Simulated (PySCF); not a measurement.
Salicylaldehyde, C7H6O2.
SMILES: `O=CC1=CC=CC=C1O`

Method used: TDDFT wB97X-D/def2-SVPD, vertical, gas phase, core orbitals frozen in the response in PySCF. Isolated species at its GFN2-xTB geometry (one conformer only). Torsions of this conformer, `[O:1]=[CH:2][c:3]1[cH:4][cH:5][cH:6][cH:7][c:8]1[OH:9]`: O1–C2–C3–C4 180°, H–O9–C8–C7 180°.

| state | E (eV) | λ (nm) | f | \|μ\| (D) | symmetry | main configurations (H = HOMO, L = LUMO) |
| --- | --- | --- | --- | --- | --- | --- |
| S1 | 4.18 | 296.7 | 0.0004 | 0.17 | – | H-2→L (90%) |
| S2 | 4.27 | 290.2 | 0.089 | 2.35 | A′ | H→L (95%) |
| S3 | 5.37 | 230.9 | 0.138 | 2.60 | A′ | H-1→L (74%), H→L+1 (21%) |
| S4 | 6.23 | 198.9 | 0.414 | 4.19 | A′ | H→L+1 (68%), H-1→L (22%) |
| S5 | 6.65 | 186.4 | 0.158 | 2.50 | A′ | H-1→L+1 (57%), H→L+3 (27%) |
| S6 | 6.92 | 179.1 | 0.0009 | 0.19 | – | H-3→L (86%) |
| S7 | 7.07 | 175.3 | 0.0010 | 0.20 | – | H-2→L+1 (88%) |
| S8 | 7.11 | 174.3 | 0.0019 | 0.27 | – | H→L+2 (78%), H→L+5 (9%) |

Triplets, Tamm–Dancoff:

| state | E (eV) | λ (nm) | main configurations (H = HOMO, L = LUMO) |
| --- | --- | --- | --- |
| T1 | 3.29 | 377.2 | H→L (91%) |
| T2 | 3.74 | 331.6 | H-2→L (88%), H-2→L+3 (8%) |
| T3 | 3.89 | 318.7 | H-1→L (68%), H→L+1 (17%) |

The lowest singlet lies at 4.18 eV (297 nm, ultraviolet) and is dark (f under 0.0005); its leading configuration is HOMO-2→LUMO (90%). The most intense listed level is S4 at 6.23 eV (199 nm, f = 0.414), 2.06 eV above S1. Löwdin shares by element: HOMO carbon 46% or more, oxygen 19% or more (atoms not listed hold the other 35%); LUMO carbon 45% or more, oxygen 20% or more (atoms not listed hold the other 35%). The oscillator strengths of these states sum to 0.804; summed over the whole spectrum of an exact calculation they would give the number of electrons, 64 (Thomas–Reiche–Kuhn). The listed states span 2.93 eV, and the widest gap between neighbours is 1.10 eV (S2 to S3). Orbital energies (eV): HOMO-3 -12.17, HOMO-2 -9.95, HOMO-1 -9.77, HOMO -8.73, LUMO -0.40, LUMO+1 1.32, LUMO+2 2.31. Symmetry labels in Cs follow from the direction of the transition dipole and are given only for states with f of 0.002 or more. Only the lowest 8 singlets were computed, as vertical energies without vibronic structure.

Hardware: an Arm Neoverse V1 with one thread, no GPU (shared host). Cost: 73 s.
